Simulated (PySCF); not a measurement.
Zr (SMILES [Zr]), triplet (all electrons, no relativity). Base run: PySCF with HF/3-21G.

Here is a job for PySCF.
```python
from pyscf import gto, scf

mol = gto.M(
    atom='''
Zr    0.00000000    0.00000000    0.00000000
''',
    basis='3-21g',
    spin=2,
    verbose=3,
)

mf = scf.UHF(mol)
mf.kernel()
```

Each row names what was changed in the base input (with any setting that the change needs).

```tsv
change	basis functions	E (Eh)	HOMO (eV)	outcome
base	36	-3521.98423	-5.19	converged
basis = cc-pVTZ-DK; relativity = spin-free X2C; nucleus = Gaussian (with nucmod='G')	77	-3596.09116	-5.36	converged
basis = x2c-SVPall; relativity = spin-free X2C	53	-3595.89315	-5.37	converged
basis = cc-pVTZ-DK; relativity = spin-free X2C	77	-	-	not converged
basis = x2c-SVPall; relativity = none	53	-3504.55232	-5.11	converged
basis = x2c-TZVPall; relativity = spin-free X2C	63	-3596.22080	-5.36	converged
basis = x2c-SVPall; relativity = spin-free X2C; nucleus = Gaussian (with nucmod='G')	53	-3595.85890	-5.37	converged
basis = x2c-TZVPall; relativity = spin-free X2C; nucleus = Gaussian (with nucmod='G')	63	-3596.18329	-5.36	converged
basis = x2c-TZVPall; relativity = none	63	-3505.00974	-5.18	converged
basis = cc-pVTZ-DK; relativity = none	77	-3491.43552	-5.14	converged
```

Totals shift with the method and basis; they matter in differences.

Open shells are given as the SCF converged; they aren't shown to be the lowest states, and a large step between rows can be another state.

Basis sets contracted for a relativistic Hamiltonian are a mismatch without it, so the rows without relativity aren't non-relativistic limits. No row has spin-orbit coupling; sets with core potentials leave out the core electrons.
